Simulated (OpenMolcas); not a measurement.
# Se5+: effect of the IPEA shift

* Program: OpenMolcas
* Basis: ANO-RCC-VTZP [6s5p3d1f]
* Scalar Hamiltonian: DKH2, point nucleus
* Active space: 1 electron in 4 orbitals (4s 4p)
* State averaging: 2S+1 = 2 even, 1 root; 2S+1 = 2 odd, 3 roots
* Spin-orbit coupling: state interaction with AMFI integrals over the reference wave functions, term energies averaged over their components

Methods on the same reference wave functions:
A. CASSCF
B. SS-CASPT2, IPEA 0 Eh, imaginary shift 0.1 Eh (closed shells correlated: 3d)
C. SS-CASPT2, IPEA 0.25 Eh, imaginary shift 0.1 Eh (closed shells correlated: 3d)

Energies in cm-1 above 4s 2S 1/2, the measured ground level; measured values from Moore, Atomic Energy Levels, vol. II, NSRDS-NBS 35 (1971 reprint of NBS Circular 467, 1952).

```csv
Level,A,B,C,Measured
4s 2S 1/2,0.0,0.0,0.0,0.0
4p 2P* 1/2,111474,111922,111925,112762
4p 2P* 3/2,116385,116833,116836,118462
```

Deviations, from unrounded energies. A percentage is the sum of absolute deviations over the sum of measured energies, with the sign that they share, or ± where signs differ.

```csv
Against measurement,Levels,A,B,C
mean absolute deviation (cm-1),2,1700,1200,1200
other configurations (%),2,-1.5,-1.1,-1.1
```

B, C lie about equally close to measurement and A furthest from it. The largest miss of C in the table is 4p 2P* 3/2, by -1600 cm-1. The ranking rests on the paired levels alone, and a cruder setting can come out closer through cancelling errors.

Between B and C no level of the table moves by more than 5 cm-1.

The lowest spin-free term lies below A's lowest term by 0.030 hartree in B, 0.030 hartree in C.

With one active electron the reference holds no correlation, so core polarisation is missing (holds for A). With one active electron, CASPT2 adds the correlation within the correlated inactive shells and between them and that electron, and leaves the splitting within a term as the reference gives it (holds for B; C). Computed and measured levels are paired by configuration, term and J; levels that our copy of the source lacks, or whose pairing is in doubt (as where it misses far off the trend of its configuration), stay unpaired and out of the deviations. Only configurations of the active space appear.

* marks odd parity.
